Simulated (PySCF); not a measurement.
How methods differ on the excitation energy of P²⁺

P²⁺ [Ne] 3s2 3p1 (2P) → P²⁺ [Ne] 3s1 3p1 4s1 (4P), as a difference of total energies. Calculation: PySCF 2.14, in dyall-av3z (19s12p3d2f, 84 functions); no relativity, point nucleus. Correlated levels: valence: [Ne] frozen; virtual orbitals above 40 to 60 times the deepest correlated orbital energy dropped. The calculations carry no spin-orbit coupling.

```tsv
method	excitation energy (cm⁻¹)
UHF	171120
LDA	181350
PBE	180660
PBE0	180360
r2SCAN	178860
TPSSh	181130
B2PLYP	182740
CAM-B3LYP	184170
BP86	181070
MP2 (valence)	179220
SCS-MP2 (valence)	182180
```

The promoted electron is Rydberg-like, and one or two diffuse shells describe it only roughly, which tends to raise the upper state.
